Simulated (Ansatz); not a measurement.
Reaction (formal hydrolysis of a B–Br bond): `OB(O)Br` + H₂O → `OB(O)O` + HBr

Isolated molecules relaxed with PBE0-D4/def2-TZVP in Ansatz; ΔE leaves out vibrations. CCSD(T)/CBS adds triple-zeta CCSD(T) − MP2 to the extrapolated MP2 energy (def2 sets, frozen cores). This one scheme is used for every species. Functionals use def2-TZVPP. B3LYP here is the variant with VWN-RPA as its local correlation; programs differ in this. For Br outer-core shells are correlated without core-valence functions, which leaves a few kJ/mol of doubt a bond. Scalar relativity is left out up to krypton. Each species was taken in one conformer, which may not be the lowest.

```tsv
level	ΔE (kJ/mol)	difference from CCSD(T)/CBS
PBE-D4	-43.8	2.3
r2SCAN-D4	-50.5	-4.4
PBE0-D4	-47.2	-1.1
ωB97M-V	-51.6	-5.5
PBE	-46.0	0.1
B3LYP	-56.7	-10.6
HF/def2-TZVPP	-66.1	-20.0
SCS-MP2/def2-TZVPP	-49.6	-3.5
SCS-MP2/def2-QZVPP	-47.1	-1.0
MP2/CBS(def2)	-39.6	6.5
CCSD(T)/CBS	-46.1	0
```

Largest T1 diagnostic among the species: 0.012.

From PBE to PBE0 (25 % exact exchange), in def2-TZVPP and without D4, ΔE moves by −3.1 kJ/mol. The D4 term adds +3.8 kJ/mol with B3LYP and +1.9 kJ/mol with PBE0; it sums over pairs of atoms, weighted by their polarisabilities, and B3LYP, whose exchange is more repulsive, gets the larger term. In def2-TZVPP, CCSD(T) changes the Hartree–Fock value by +14.8 kJ/mol (the triples alone add +3.0 kJ/mol) and MP2 by +21.3 kJ/mol.
